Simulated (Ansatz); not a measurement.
Ansatz (an electronic-structure program) input (r2SCANh/def2-TZVPD):

Ansatz 0.2 input:
```yaml
crystal:
  periodic: [false, false, false]
  atoms:
    - {symbol: Si, position_ang: [-0.28359449, -0.83002781, 0.05205599]}
    - {symbol: C, position_ang: [1.09135074, -2.10117972, -0.05285548]}
    - {symbol: Br, position_ang: [0.09117221, 0.49760919, 1.82450910]}
    - {symbol: Br, position_ang: [-0.28176085, 0.39583635, -1.82994129]}
    - {symbol: H, position_ang: [0.93122572, -2.75132376, -0.91354584]}
    - {symbol: H, position_ang: [1.11189972, -2.70201812, 0.85691710]}
    - {symbol: H, position_ang: [2.04969566, -1.58978422, -0.16489550]}
basis:
  gaussian:
    orbitals: def2-TZVPD
hamiltonian:
  xc: {name: r2SCANh}
magnetization: {spin_polarized: true, initial_magnetization: 1}
output: {forces: true}
```

End of the output:

```
integrals: 0.21 GiB planned
1476 factors; their error is unknown
mean field: 2.62 GiB planned
mean field evaluation 1: about -149049.9535 eV, gradient 3.7e1 eV
mean field evaluation 2: about -149043.7533 eV, gradient 4.6e1 eV
mean field evaluation 4: about -149056.2909 eV, gradient 3.7e0 eV
mean field evaluation 8: about -149056.5882 eV, gradient 2.8e-1 eV
mean field evaluation 16: about -149056.5885 eV, gradient 1.5e-4 eV
mean field -149056.58845385 eV, -5477.7285914947 hartree, gradient 4.3e-5 eV, S^2 0.753719; 0 other end points of the search recorded, 0 dependent functions left out
the calculation of the forces begins
reference -149056.58847808 eV, -5477.7285923849 hartree; 47, 46 occupied and 174, 175 virtual orbitals, 1476 factors
Total energy: -149056.58847808 eV, -5477.7285923849 hartree
Atom 0 at    -0.283594    -0.830028     0.052056 Å, force     0.234811     0.170007    -0.028697 eV/Å
Atom 1 at     1.091351    -2.101180    -0.052855 Å, force    -0.150428     0.103912     0.012457 eV/Å
Atom 2 at     0.091172     0.497609     1.824509 Å, force    -0.055560    -0.151647    -0.207235 eV/Å
Atom 3 at    -0.281761     0.395836    -1.829941 Å, force    -0.011735    -0.139687     0.222216 eV/Å
Atom 4 at     0.931226    -2.751324    -0.913546 Å, force     0.007242     0.011452     0.017953 eV/Å
Atom 5 at     1.111900    -2.702018     0.856917 Å, force     0.003405     0.010405    -0.019648 eV/Å
Atom 6 at     2.049696    -1.589784    -0.164896 Å, force    -0.027735    -0.004443     0.002954 eV/Å
Dipole moment:     0.146114    -0.407703    -0.003557 e Å
```

It need not be the lowest isomer of its formula.
